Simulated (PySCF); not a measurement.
B2H4, SMILES BB.

Geometry: B3LYP-D3(BJ)/def2-TZVP.

Two levels are set side by side: TDDFT-PBE/def2-TZVPD (PySCF) and TDDFT-CAM-B3LYP/def2-TZVPD (PySCF). Vertical, same geometry. The lowest singlet is HOMO→LUMO 99 % with PBE and HOMO→LUMO+1 97 % with the other functional; states are paired by order. Differences are taken from unrounded values.

```tsv
quantity	TDDFT-CAM-B3LYP	TDDFT-PBE	TDDFT-PBE minus TDDFT-CAM-B3LYP
lowest singlet excitation (eV)	5.15	4.86	-0.28
lowest triplet excitation (TDA) (eV)	4.39	4.06	-0.33
first bright state (f over 0.05) (eV)	7.91	6.86	-1.05
its oscillator strength	0.34	0.31	-0.03
```

A lower first singlet is the usual sign of a functional without exact exchange. Differences between two approximate levels are no errors against the true value.

Rough cost on one machine, each run with all the roots and properties that it gave: TDDFT-CAM-B3LYP against TDDFT-PBE about 4 times.
